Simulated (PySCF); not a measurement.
Atoms are numbered as in `[CH3:1][CH2:2]/[CH:3]=[CH:4]/[CH2:5][CH2:6][F:7]`. Each H is labelled by its parent atom.

Geometry: GFN2-xTB; GIAO shifts from PySCF 2.14.0 with density-fitted response routines, gas phase, non-relativistic, averaged over equivalent atoms.

At PBE0/pcseg-1 (153 basis functions, 16 s wall time on 1 thread of an Arm Neoverse V1, shared host):
```tsv
atoms	δ (ppm)
C3	142.1
C4	134.4
C6	89.4
C5	42.1
C2	33.7
C1	19.0
F7	-242.8
H(C4)	6.20
H(C3)	5.76
H(C6)	4.76
H(C5)	2.30
H(C2)	2.16
H(C1)	1.10
```

References, each an isolated molecule treated in the same way: 13C (196.96 ppm) and 1H (31.87 ppm) against TMS; 19F (181.73 ppm) vs CFCl3.

**Question.** What do these become at LDA/pcSseg-1?

**Answer.** 
```json
{"atoms": "C3", "δ at LDA/pcSseg-1": "147.9", "change": "+5.8"}
{"atoms": "C4", "δ at LDA/pcSseg-1": "139.4", "change": "+5.0"}
{"atoms": "C6", "δ at LDA/pcSseg-1": "94.6", "change": "+5.2"}
{"atoms": "C5", "δ at LDA/pcSseg-1": "43.9", "change": "+1.8"}
{"atoms": "C2", "δ at LDA/pcSseg-1": "34.3", "change": "+0.6"}
{"atoms": "C1", "δ at LDA/pcSseg-1": "16.3", "change": "-2.7"}
{"atoms": "F7", "δ at LDA/pcSseg-1": "-277.7", "change": "-34.9"}
{"atoms": "H(C4)", "δ at LDA/pcSseg-1": "6.35", "change": "+0.15"}
{"atoms": "H(C3)", "δ at LDA/pcSseg-1": "5.89", "change": "+0.13"}
{"atoms": "H(C6)", "δ at LDA/pcSseg-1": "5.04", "change": "+0.28"}
{"atoms": "H(C5)", "δ at LDA/pcSseg-1": "2.40", "change": "+0.10"}
{"atoms": "H(C2)", "δ at LDA/pcSseg-1": "2.24", "change": "+0.08"}
{"atoms": "H(C1)", "δ at LDA/pcSseg-1": "1.04", "change": "-0.06"}
```

References, each an isolated molecule treated in the same way: TMS for 13C (183.31 ppm) and 1H (31.27 ppm); 19F (132.31 ppm) vs CFCl3.

The largest change is at F7 (fluorine on an sp3 carbon). Cost: 174 basis functions, 21 s wall time on 1 thread of an Arm Neoverse V1, shared host. The order of the carbon signals is the same at both levels.

Unscaled 19F shifts against computed CFCl3 carry errors that often reach 10 to 50 ppm.
